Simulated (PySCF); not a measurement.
## Ce2O4 at several levels of theory

Computed with PySCF 2.14.0 (density fitting, no spin-orbit coupling) at the geometry relaxed with B3LYP:

```xyz
6
Ce2O4 (singlet)
Ce    0.0000   -0.4376    1.6639
Ce    0.0000   -0.4376   -1.6639
O     1.3412   -0.5384    0.0000
O    -1.3412   -0.5384    0.0000
O     0.0000    1.2939    2.3767
O     0.0000    1.2939   -2.3767
```

```csv
level,basis,state,HOMO (eV),gap (eV),charge on Ce1 (e),population of f-type functions on Ce1 (polarisation alone where 4f lies in the core),dipole about the centre of mass (D),largest force component (eV/Å)
B3LYP,"Ce lcecp-2-SVP with ECP46, O def2-SVP",singlet,–,–,1.16,0.18,11.04,0.00
TPSS,the same,singlet,–,–,1.12,0.17,10.58,0.59
r2SCAN,the same,singlet,–,–,1.17,0.17,10.85,0.22
TPSSh,the same,singlet,–,–,1.18,0.17,10.94,0.19
```

In the lcecp rows the 4f levels are missing from HOMO and gap, and the state counts the valence alone.

Charges are Mulliken's, which hang on the basis. The relaxation used the grid (50, 194), these runs (75, 302) or, all-electron (x2c bases, spin-free X2C Hamiltonian), (99, 590).

Question: What does PBE with Ce lcecp-2-SVP with ECP46, O def2-SVP give here?

Answer: state singlet, charge on Ce1 (e) 1.03, population of f-type functions on Ce1 (polarisation alone where 4f lies in the core) 0.18, dipole about the centre of mass (D) 10.22, largest force component (eV/Å) 0.52. Time: 20 s on 2 threads of AMD EPYC 7R43 64-Core Processor (Zen 3) (shared host), from an already converged density.
